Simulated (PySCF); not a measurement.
# Computed records: AlBO

Calculation on a computer-drawn molecule: optimised geometry and harmonic frequencies of an isolated molecule of the commonest isotopes, restricted reference for singlets and unrestricted otherwise, frozen core in MP2. Program: PySCF 2.14.0.

### AlBO

Start structure:
```xyz
3
AlBO
O     -0.8284    -3.3497    -1.5367
B     -0.1986    -2.7011    -0.7607
Al     0.9969    -1.4691     0.7123
```

Settings of this run: charge 0, multiplicity 1, method MP2 and basis cc-pV(D+d)Z.

Results for AlBO: rotational constants 3.926, 3.926 GHz; total energy -341.7952 hartree; convergence status largest gradient component 1.154e-05 hartree/bohr.

Drawn bonds:
| atom | other atom | order |
| --- | --- | --- |
| 1 | 2 | 2 |
| 2 | 3 | 1 |

Optimised structure:
```xyz
3
AlBO
O     -0.8372    -3.3589    -1.5476
B     -0.1888    -2.6909    -0.7486
Al     0.9959    -1.4701     0.7111
```

Modes:
| frequency (cm⁻¹) | reduced mass (dalton) |
| --- | --- |
| 211.5 | 12.09 |
| 211.5 | 12.09 |
| 386.1 | 18.27 |
| 1857 | 12.48 |
